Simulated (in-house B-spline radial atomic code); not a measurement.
Bi. Computed with a B-spline radial atomic code. Model: non-relativistic spherical atom: semilocal Troullier-Martins pseudo-atom, one channel per l, against all electrons, high spin, G0W0 and RPA with empty states to l = 8, local potential for every l without a channel, a model core (radius 0 = none) keeps its share of the functional.

The core holds an angular momentum without a channel of its own, so the local potential lets valence electrons into it.

Without relativity these are model numbers for so heavy an element.

What the tables leave out is listed at the end.

The pseudopotential gives back the lowest level of each angular momentum of its own functional in the configuration it was made in; a second state of the same l is only approximately right. Exact exchange, RPA and GW see the smooth pseudo-orbitals and miss the exchange with the core, for which the functional's share stands in. The column with an uncorrelated core keeps all orbitals and exact exchange, and so separates missing core correlation from pseudisation. Only the three outermost levels and the lowest empty one were computed. RPA here is direct RPA, with no exchange kernel, and its energies carry an (l + 1/2)⁻⁴ tail. A hybrid on a potential with a model core restores only its own semilocal share of the core's exchange.

Command:
```bash
python run_psgw.py task.json out
```
Settings (lengths in bohr, energies in hartree):
```
Z                      83
electrons              83
configuration          [Xe] 4f14 5d10 6s2 6p3
generated_in           [Xe] 4f14 5d10 6s2 6p3
functional             pbe,pbe
core_shells            13
radius_factor          0.9
core_correction        False
```

Run time, properties included: 60 s on 1 thread of Arm Neoverse N1 (shared host).

Given: made with PBE; model core radius 0 bohr; local radius 1.966 bohr; mean-field start PBE0.

Valence shells of the generating configuration: 6s, 6p.

Channel: s 1.912, p 2.272 (radii in bohr).

Computed: largest level miss in the spin-unpolarised generating configuration 0 eV; valence RPA correlation energy all-electron orbitals -0.14161 hartree; all-electron RPA polarisability, core included 39.225 bohr³; pseudo-atom RPA polarisability 45.325 bohr³.

```json
{"level": "6p up", "occupied": "1", "mean-field all-electron (eV)": "-6.3458", "mean-field pseudo minus all (eV)": "0.045", "G0W0 all-electron (eV)": "-8.8507", "G0W0 uncorrelated core minus all (eV)": "0.266", "G0W0 pseudo minus all (eV)": "-0.047", "exchange self-energy all-electron (eV)": "-14.214", "exchange self-energy pseudo (eV)": "-11.804"}
{"level": "6s down", "occupied": "1", "mean-field all-electron (eV)": "-11.005", "mean-field pseudo minus all (eV)": "0.164", "G0W0 all-electron (eV)": "-13.66", "G0W0 uncorrelated core minus all (eV)": "0.824", "G0W0 pseudo minus all (eV)": "0.349", "exchange self-energy all-electron (eV)": "-14.381", "exchange self-energy pseudo (eV)": "-9.9507"}
```

Q: What is the valence RPA correlation energy pseudo?

A: -0.23527 hartree.

Given: mean-field start Hartree-Fock.

Computed: valence RPA correlation energy all-electron orbitals -0.10984 hartree; valence RPA correlation energy pseudo -0.15268 hartree; all-electron RPA polarisability, core included 29.844 bohr³.

| level | occupied | mean-field all-electron (eV) | mean-field pseudo minus all (eV) | G0W0 all-electron (eV) | G0W0 uncorrelated core minus all (eV) | G0W0 pseudo minus all (eV) | exchange self-energy all-electron (eV) | exchange self-energy pseudo (eV) |
| --- | --- | --- | --- | --- | --- | --- | --- | --- |
| 6p up | 1 | -8.7455 | 0.084 | -9.2223 | 0.252 | 0.104 | -13.997 | -11.79 |
| 6s down | 1 | -12.125 | 0.01 | -13.804 | 0.807 | 0.437 | -13.774 | -9.8417 |

Q: What is the pseudo-atom RPA polarisability?

A: 31.761 bohr³.

Among the listed levels the largest G0W0 shift of the pseudo-atom is +0.44 eV, for 6s down on the Hartree-Fock start, while leaving the core uncorrelated moves that level by +0.81 eV. The rest, -0.37 eV, comes from pseudisation and the lost core exchange. Not in the tables (levels of low weight, unsolved or above zero; the highest and the empty levels are kept at any weight): the PBE start was refused, since an empty level lay at or below an occupied one; on PBE0 the pseudo-atom's empty level 6d up at -4.6 eV, below the lowest empty all-electron level, a spurious state that also inflates its RPA energy and polarisability; on PBE0 the G0W0 levels 6s up (pseudo minus all +0.14 eV, weights 0.28 and 0.12); on Hartree-Fock the G0W0 levels 6s up (pseudo minus all -144.81 eV, weights 0.99 and 0.83).
